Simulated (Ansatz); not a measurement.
The cluster AgSn2⁺. The state is a singlet with charge 1. Geometry PBE-D4/def2-TZVP, that of the neutral doublet.

```xyz
3

Ag   -1.130    0.207   -1.108
Sn    0.460    1.256    0.916
Sn    0.670   -1.463    0.192
```

In the def2 sets Ag, Sn take a core potential; there is no spin–orbit coupling. A triplet lies near this restricted singlet, and broken spin symmetry wasn't tried. At PBE-D4/def2-TZVP an occupied level lies above an empty one. At PBE0-D4/def2-TZVP a triplet of charge 1 lies 0.37 eV below the restricted singlet at the same geometry. The structure comes from a short search, and lower isomers may exist.

Estimate the orbital energies around the gap (eV) in Ansatz with PBE-D4/def2-TZVP, r2SCAN-D4/def2-TZVP, PBE0-D4/def2-TZVP.


```tsv
orbital	PBE-D4/def2-TZVP	r2SCAN-D4/def2-TZVP	PBE0-D4/def2-TZVP
HOMO−5	-13.20	-13.52	-14.94
HOMO−4	-12.98	-13.33	-14.80
HOMO−3	-12.98	-13.32	-14.78
HOMO−2	-12.94	-13.21	-14.34
HOMO−1	-10.62	-10.76	-11.22
HOMO	-9.24	-9.39	-10.00
LUMO	-9.35	-9.25	-8.57
LUMO+1	-7.66	-7.59	-7.02
LUMO+2	-7.42	-7.19	-6.54
LUMO+3	-7.04	-6.81	-6.22
LUMO+4	-4.80	-4.45	-4.10
LUMO+5	-4.70	-4.41	-3.99
```
